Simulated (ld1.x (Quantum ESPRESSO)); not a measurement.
u(r) = r·R(r): atom against pseudo-atom (C)

Columns: radius, all-electron u(r) and pseudo u(r) of the 2s shell (level -13.75 eV) of carbon in the configuration [He] 2s2 2p2; PBE, scalar-relativistic, TM scheme, ld1.x (Quantum ESPRESSO) 7.5.

```csv
r (bohr),all-electron,pseudo
0.123,0.3477,-0.0691
0.245,0.2499,-0.1446
0.368,0.0175,-0.2347
0.490,-0.2235,-0.3430
0.613,-0.4313,-0.4692
0.735,-0.5906,-0.5967
0.858,-0.7042,-0.7044
0.980,-0.7750,-0.7750
1.103,-0.8115,-0.8115
1.225,-0.8207,-0.8207
1.348,-0.8094,-0.8094
1.470,-0.7837,-0.7837
1.593,-0.7477,-0.7477
1.715,-0.7057,-0.7057
1.838,-0.6598,-0.6598
1.960,-0.6127,-0.6127
2.083,-0.5653,-0.5653
2.205,-0.5192,-0.5192
2.328,-0.4746,-0.4746
2.450,-0.4327,-0.4327
2.573,-0.3930,-0.3930
2.695,-0.3563,-0.3563
2.818,-0.3221,-0.3221
2.940,-0.2909,-0.2909
3.063,-0.2621,-0.2621
3.185,-0.2359,-0.2359
```

(1) How many radial nodes do the two functions have?

(2) At about which radius was the pseudo-wave matched?

(3) Where does each function peak?

(4) Is the pseudo-wave norm-conserving?

Results:

(1) The all-electron 2s function has n − l − 1 = 1; the pseudo-wave has 0, since the states of the same l below it are removed with the core.

(2) 0.95 bohr, where the columns begin to agree (steps of 0.12 bohr).

(3) Outermost all-electron maximum near 1.23 bohr, pseudo maximum near 1.23 bohr (to the table’s step).

(4) Yes: the TM scheme keeps the norm inside the radius equal to the all-electron one, which fixes the energy derivative of the logarithmic derivative at the level.
